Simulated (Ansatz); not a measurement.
`[OH][Al]([F])[CH2][SiH3]` and `[OH][Al]([F])[ZnH]` differ in one atom or group.

Ansatz, PBE0-D4/def2-TZVP geometries, multiplicity 1. Each molecule was computed in one conformer, which needn't be the lowest.

Scalar relativity is left out up to krypton.

| property | `[OH][Al]([F])[CH2][SiH3]` |
| --- | --- |
| HOMO energy (B3LYP/def2-TZVPP) / eV | -8.45 |
| HOMO–LUMO gap (B3LYP/def2-TZVPP) / eV | 7.65 |
| size of the dipole moment (B3LYP/def2-TZVPP) / D | 1.03 |
| LUMO energy (PBE0/def2-TZVPP) / eV | -0.50 |
| size of the dipole moment (ωB97M-V/def2-TZVPP) / D | 1.03 |
| LUMO energy (B3LYP/def2-TZVPP) / eV | -0.80 |

Question: Give the same properties after the change, and the shifts. (Best estimate.)

Answer: The calculation gave: 
```
                                          property  `[OH][Al]([F])[ZnH]`  shift
               HOMO energy (B3LYP/def2-TZVPP) / eV                 -7.15   1.30
             HOMO–LUMO gap (B3LYP/def2-TZVPP) / eV                  5.11  -2.54
  size of the dipole moment (B3LYP/def2-TZVPP) / D                  0.59  -0.44
                LUMO energy (PBE0/def2-TZVPP) / eV                 -1.83  -1.33
size of the dipole moment (ωB97M-V/def2-TZVPP) / D                  0.58  -0.45
               LUMO energy (B3LYP/def2-TZVPP) / eV                 -2.04  -1.24
```

With PBE0 the HOMO rises by 1.35 eV and the LUMO falls by 1.33 eV, so the gap narrows by about 2.68 eV. PBE moves the HOMO by 1.08 eV and ωB97M-V by 1.54 eV. Dipoles are sizes alone; their direction can turn.

B3LYP here is the variant with VWN-RPA as its local correlation; programs differ in this.
